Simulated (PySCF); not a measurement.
# SbH from Hartree–Fock to correlated methods

State: ³Σ⁻ (triplet), unpaired electrons π ↑↑. Set-up: PySCF, scalar-relativistic core potentials, basis sets Sb def2-SVPD with ECP28, H def2-SVPD. De refers to Sb + H in their high-spin ground configurations, without counterpoise correction. The functionals are run spin-unrestricted. A positive dipole means Sb(−)H(+).

```tsv
Level	Re (Å)	ωe (cm⁻¹)	De (eV)	μ (D)
UHF	1.708	2021	1.56	-0.10
UHF-MP2	1.711	1968	2.15	n/a
UHF-SCS-MP2	1.716	1954	2.24	n/a
UHF-CCSD	1.723	1902	2.32	n/a
UHF-CCSD(T)	1.725	1888	2.35	n/a
PBE	1.742	1851	2.61	-0.30
r²SCAN	1.724	1917	2.60	-0.20
r²SCANh	1.720	1937	2.58	-0.19
PBE0	1.724	1930	2.54	-0.21
r²SCAN0	1.714	1966	2.55	-0.16
B2PLYP	1.722	1930	2.54	-0.23
```

Q: Which functional lies closest to UHF-CCSD(T) in De, which farthest, and by how much do they differ from it?

A: Closest is PBE0 (-0.1 pm in Re, +2.2 % in ωe, +0.19 eV in De against UHF-CCSD(T) in the same basis), farthest PBE (+1.7 pm in Re, -2.0 % in ωe, +0.26 eV in De). CCSD(T) converges more slowly with the basis than the functionals do and binds too weakly in this one, so the order can change at the basis-set limit.

Q: What does a quarter of exact exchange do here, going from PBE to PBE0?

A: PBE0 less PBE: -1.8 pm in Re, +4.3 % in ωe, -0.07 eV in De. Exact exchange removes part of the self-interaction that spreads semilocal densities, and in most molecules shortens and stiffens the bond and lowers De; so it does here.

Q: What does a quarter of exact exchange do here, going from r²SCAN to r²SCAN0?

A: r²SCAN0 less r²SCAN: -1.0 pm in Re, +2.6 % in ωe, -0.05 eV in De. Exact exchange removes part of the self-interaction that spreads semilocal densities, and in most molecules shortens and stiffens the bond and lowers De; so it does here.

Correlated steps freeze 4 core orbitals. Correlated levels converge slowly with the basis: in double zeta they bind strong bonds too weakly, by up to about 1 eV, and carry superposition errors of some tenths. These are scalar-relativistic numbers at best; spin–orbit coupling would shift them, the dissociation energy most. B2PLYP dipoles, levels and charges come from its SCF part alone. The state is the lowest determinant that a PBE0 search found; another state may lie lower at other levels.
